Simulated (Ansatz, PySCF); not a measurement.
C3H10FNSi, singlet, at a GFN2-xTB geometry, atoms displaced at random by about 0.03 Å a coordinate. Base run: R2SCAN/STO-3G, gradient (PySCF).

Input for PySCF:
```python
from pyscf import gto, scf, dft

mol = gto.M(
    atom='''
Si    1.669229    0.112298   -0.188188
F     1.729171    0.605595    1.355380
N     0.095187   -0.665886   -0.402434
C    -1.148875   -0.023659   -0.004070
C    -1.753478    0.941216   -1.011851
C    -2.089136   -1.157771    0.423012
H     1.906703    1.356595   -0.996028
H     2.673324   -0.879618   -0.394405
H    -0.040350   -1.189959   -1.122070
H    -0.875199    0.571890    0.893393
H    -1.991936    0.320524   -1.886962
H    -1.107795    1.674053   -1.331170
H    -2.720252    1.328039   -0.679780
H    -3.025442   -0.767171    0.848317
H    -1.628600   -1.805855    1.193691
H    -2.343070   -1.810226   -0.401622
''',
    basis='sto-3g',
    charge=0,
    spin=0,
    verbose=4,
)

mf = dft.RKS(mol)
mf.xc = 'r2scan'
mf.kernel()
g = mf.nuc_grad_method()
grad = g.kernel()
```

Programs used: Ansatz (a quantum-chemistry and plane-wave program), PySCF; a row that names a program was run with it.

The coordinate followed is x of atom 16.

Variants of this job, named by their change:

| change | dE/dx (Eh/bohr) | net force (Eh/bohr) |
|---|---|---|
| base | 0.003035 | 0.004663 |
| finite difference step (bohr) = 0.2; conv_tol = 1e-11 | 0.002457 | - |
| grids.level = 1; grid_response = on | 0.002988 | 0.000000 |
| conv_tol = 1e-11 | 0.003035 | 0.004663 |
| grids.level = 0; grid_response = on | 0.003769 | 0.000000 |
| density fitting = on; auxbasis_response = off | 0.003053 | 0.008180 |
| finite difference step (bohr) = 1e-4; conv_tol = 1e-11 | 0.003063 | - |
| finite difference step (bohr) = 0.05; conv_tol = 1e-11 | 0.003025 | - |
| grid_response = on | 0.003063 | 0.000000 |
| density fitting = on | 0.003038 | 0.004663 |
| code = ansatz | 0.003040 | 0.000000 |
| grids.level = 5; grid_response = off | 0.003039 | 0.000937 |

The net force is zero for an exact gradient.
